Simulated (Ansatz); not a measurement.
# Ligand exchange: GeH3F + SiH(CH3)(SiH3)2 → SiH3(GeH3) + SiH(CH3)(SiH3)F

Species: GeH3F (fluorogermane) `[F][GeH3]`, singlet; SiH(CH3)(SiH3)2, singlet; SiH3(GeH3), singlet; SiH(CH3)(SiH3)F, singlet. The partners trade F for SiH3: Ge–F and Si–SiH3 bonds give way to Ge–SiH3 and Si–F.

Shapes, held fixed at every level: PBE0-D4/def2-TZVP. Programs: Ansatz 0.2.0. The zero-point and thermal change to 298 K, harmonic and unscaled (PBE0-D4/def2-TZVP), is -0.3 kJ/mol.

```csv
level,kind,ΔH(298 K) (kJ/mol),less CCSD(T)/def2-TZVPP,CPU time (sum over the molecules)
HF/def2-SVP,Hartree–Fock,-77.2,+9.9,–
PBE-D4/def2-TZVPP,GGA,-79.4,+7.7,28 s
B3LYP-D4/def2-TZVPP,global hybrid,-87.1,0.0,50 s
PBE0-D4/def2-TZVPP,global hybrid,-82.8,+4.3,30 s
r2SCAN0-D4/def2-TZVPP,global hybrid,-89.6,-2.5,46 s
B2PLYP/def2-TZVPP,double hybrid,-90.3,-3.2,57 s
CCSD/def2-SVP,coupled cluster or CI,-70.2,+16.9,–
CCSD(T)/def2-TZVPP,coupled cluster or CI,-87.1,0.0,13 min
```

The highest level, CCSD(T)/def2-TZVPP, gives ΔH(298 K) = -87.1 kJ/mol; the levels span -90.3 to -70.2. The column of differences is taken from that level and isn't an error. No measured value is set beside it here. Relativity is left out for Ge. Outer-core shells of Ge are correlated, in sets that cover them unevenly. Times are processor times on shared x86 and Arm servers, and rough.
